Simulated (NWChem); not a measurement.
The numbers come from NWChem runs, not from measurements. System: C₄H₇Cl, charge 0, spin multiplicity 1, at a geometry optimised with PBE0/def2-SVP. The structure started from a generated list of species. Level: RHF/def2-SVP.

Output (cleaned and shortened):

```
             Northwest Computational Chemistry Package (NWChem) 7.3.0
             --------------------------------------------------------

                                NWChem Input Module
                                -------------------

 Scaling coordinates for geometry "geometry" by  1.889725989
 (inverse scale =  0.529177249)

 Turning off AUTOSYM since
 SYMMETRY directive was detected!

                             Geometry "geometry" -> ""
                             -------------------------

 Output coordinates in angstroms (scale by  1.889725989 to convert to a.u.)

  No.       Tag          Charge          X              Y              Z
 ---- ---------------- ---------- -------------- -------------- --------------
    1 Cl                  17.0000    -0.44849800    -1.71528500     0.00000000
    2 C                    6.0000    -0.46434800     0.06817200     0.00000000
    3 C                    6.0000     0.33937000     0.80345600     1.07643100
    4 C                    6.0000     0.68584100     1.85315500     0.00000000
    5 C                    6.0000     0.33937000     0.80345600    -1.07643100
    6 H                    1.0000    -1.52163400     0.36899400     0.00000000
    7 H                    1.0000    -0.19106100     1.11991000     1.98636100
    8 H                    1.0000     1.22294600     0.21339500     1.36189200
    9 H                    1.0000    -0.02552700     2.69287800     0.00000000
   10 H                    1.0000     1.70645400     2.26193000     0.00000000
   11 H                    1.0000    -0.19106100     1.11991000    -1.98636100
   12 H                    1.0000     1.22294600     0.21339500    -1.36189200

 Effective nuclear repulsion energy (a.u.)     221.3431460869

            Nuclear Dipole moment (a.u.)
            ----------------------------
        X                 Y               Z
 ---------------- ---------------- ----------------
    -0.0000094486     0.0000018897    -0.0000000000

      Symmetry information
      --------------------

 Group name             Cs
 Group number              2
 Group order               2
 No. of unique centers     9

      Symmetry unique atoms

     1    2    3    4    6    7    8    9   10


 Summary of "ao basis" -> "" (spherical)
 ------------------------------------------------------------------------------
       Tag                 Description            Shells   Functions and Types
 ---------------- ------------------------------  ------  ---------------------
[...]
    13      0.608185   1 Cl pz               10      0.413700   1 Cl pz
     7      0.239777   1 Cl pz               24     -0.212661   2 C  pz

 Vector   24  Occ=2.000000D+00  E=-4.153314D-01  Symmetry=a'
              MO Center= -3.3D-01, -9.9D-01, -1.2D-15, r^2= 2.9D+00
   Bfn.  Coefficient  Atom+Function         Bfn.  Coefficient  Atom+Function
  ----- ------------  ---------------      ----- ------------  ---------------
    11      0.590455   1 Cl px                8      0.401731   1 Cl px
     5      0.232670   1 Cl px               22     -0.200841   2 C  px
    75      0.174452   6 H  s

 Vector   25  Occ=0.000000D+00  E= 1.676737D-01  Symmetry=a'
              MO Center= -9.0D-02,  1.3D+00, -1.2D-16, r^2= 7.0D+00
   Bfn.  Coefficient  Atom+Function         Bfn.  Coefficient  Atom+Function
  ----- ------------  ---------------      ----- ------------  ---------------
    49      1.289428   4 C  s                76     -0.952704   6 H  s
    91     -0.951476   9 H  s                35      0.892684   3 C  s
    63      0.892684   5 C  s                21      0.784348   2 C  s
    96     -0.720630  10 H  s                81     -0.687307   7 H  s
   101     -0.687307  11 H  s                86     -0.611115   8 H  s

 Vector   26  Occ=0.000000D+00  E= 1.820946D-01  Symmetry=a'
              MO Center=  4.9D-01,  7.7D-01,  4.6D-18, r^2= 6.6D+00
   Bfn.  Coefficient  Atom+Function         Bfn.  Coefficient  Atom+Function
  ----- ------------  ---------------      ----- ------------  ---------------
    96     -0.878874  10 H  s                86     -0.857373   8 H  s
   106     -0.857373  12 H  s                76      0.829147   6 H  s
    21     -0.746759   2 C  s                35      0.552295   3 C  s
    63      0.552295   5 C  s                91      0.525140   9 H  s
    53      0.518603   4 C  px               81      0.485583   7 H  s

 Vector   27  Occ=0.000000D+00  E= 2.212037D-01  Symmetry=a"
              MO Center=  1.3D-01,  9.3D-01, -1.4D-13, r^2= 8.2D+00
   Bfn.  Coefficient  Atom+Function         Bfn.  Coefficient  Atom+Function
  ----- ------------  ---------------      ----- ------------  ---------------
    35      2.483469   3 C  s                63     -2.483469   5 C  s
    81     -1.398650   7 H  s               101      1.398650  11 H  s
    86     -0.926825   8 H  s               106      0.926825  12 H  s
    27     -0.629727   2 C  pz               55     -0.583784   4 C  pz
    41      0.279624   3 C  pz               69      0.279624   5 C  pz

 center of mass
 --------------
 x =  -0.05542171 y =  -0.20130248 z =   0.00000000

 moments of inertia (a.u.)
 ------------------
         761.868798420673        -183.502171668066           0.000000000000
        -183.502171668066         235.012384948086           0.000000000000
           0.000000000000           0.000000000000         714.764071788372

  Mulliken analysis of the total density
  --------------------------------------

    Atom       Charge   Shell Charges
 -----------   ------   -------------------------------------------------------
    1 Cl  17    17.21   2.00  1.99  1.19  0.77  5.94  2.09  3.19  0.03
    2 C    6     6.09   1.99  0.90  0.34  1.98  0.82  0.06
    3 C    6     6.00   1.99  0.87  0.23  2.04  0.82  0.05
    4 C    6     6.10   1.99  0.86  0.28  2.04  0.88  0.05
    5 C    6     6.00   1.99  0.87  0.23  2.04  0.82  0.05
    6 H    1     0.92   0.76  0.14  0.02
    7 H    1     0.95   0.75  0.17  0.02
    8 H    1     0.95   0.75  0.17  0.02
    9 H    1     0.95   0.76  0.17  0.02
   10 H    1     0.95   0.75  0.17  0.02
   11 H    1     0.95   0.75  0.17  0.02
   12 H    1     0.95   0.75  0.17  0.02

       Multipole analysis of the density wrt the origin
       ------------------------------------------------

     L   x y z        total         open         nuclear
     -   - - -        -----         ----         -------
     0   0 0 0     -0.000000      0.000000     48.000000

     1   1 0 0      0.081165      0.000000     -0.000009
     1   0 1 0      0.885616      0.000000      0.000002
     1   0 0 1     -0.000000      0.000000     -0.000000

     2   2 0 0    -27.802069      0.000000     61.457348
     2   1 1 0     -0.984034      0.000000     96.810507
     2   1 0 1     -0.000000      0.000000      0.000000
     2   0 2 0    -30.471511      0.000000    333.896213
     2   0 1 1      0.000000      0.000000     -0.000000
     2   0 0 2    -28.496220      0.000000     91.080724

 Task  times  cpu:        3.3s     wall:        3.3s

 Total times  cpu:        3.3s     wall:        3.3s
```

**Question.** Write an NWChem input that would produce this output.

**Answer.** Several could match; the one computed here: 
```
start mol
memory heap 200 mb stack 800 mb global 1000 mb
geometry units angstroms nocenter noautoz
  Cl    -0.448498    -1.715285     0.000000
  C     -0.464348     0.068172     0.000000
  C      0.339370     0.803456     1.076431
  C      0.685841     1.853155     0.000000
  C      0.339370     0.803456    -1.076431
  H     -1.521634     0.368994     0.000000
  H     -0.191061     1.119910     1.986361
  H      1.222946     0.213395     1.361892
  H     -0.025527     2.692878     0.000000
  H      1.706454     2.261930     0.000000
  H     -0.191061     1.119910    -1.986361
  H      1.222946     0.213395    -1.361892
  symmetry group Cs
end
basis spherical
  * library def2-svp
end
scf
  rhf
  nopen 0
  maxiter 100
  thresh 1e-7
  semidirect memsize 60000000 filesize 0
end
task scf energy
```
